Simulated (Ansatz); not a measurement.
Consider the hydrogenolysis of the Si–C bond: `C=C[SiH2][GeH3]` + H₂ → `[SiH3][GeH3]` + `C=C`.

Isolated molecules relaxed with PBE0-D4/def2-TZVP in Ansatz; ΔE leaves out vibrations. CCSD(T)/CBS is the MP2 limit (def2-TZVPP, def2-QZVPP) plus CCSD(T) − MP2 in def2-TZVPP, frozen cores. This one scheme is used for every species. DFT in def2-TZVPP. B3LYP here is the variant with VWN-RPA as its local correlation; programs differ in this. For Ge outer-core shells are correlated without core-valence functions, which leaves a few kJ/mol of doubt a bond. Scalar relativity is left out up to krypton. Each species was taken in one conformer, which may not be the lowest.

CCSD(T)/CBS gives -0.20 eV.

Problem. Another level gave -0.33 eV. Which?
A. CCSD/def2-TZVPP
B. CCSD(T)/def2-TZVPP
C. B3LYP/def2-TZVPP
D. MP2/def2-TZVPP

Solution. C. B3LYP -0.33, CCSD/def2-TZVPP -0.28, CCSD(T)/def2-TZVPP -0.23, MP2/def2-TZVPP -0.15 eV.

Largest T1 diagnostic among the species: 0.012.

In def2-TZVPP, CCSD(T) changes the Hartree–Fock value by +0.25 eV (the triples alone add +0.06 eV) and MP2 by +0.33 eV. From PBE to PBE0 (25 % exact exchange), in def2-TZVPP and without D4, ΔE moves by −0.04 eV. The D4 term adds +0.12 eV with B3LYP and +0.07 eV with PBE0; it sums over pairs of atoms, weighted by their polarisabilities, and B3LYP, whose exchange is more repulsive, gets the larger term.
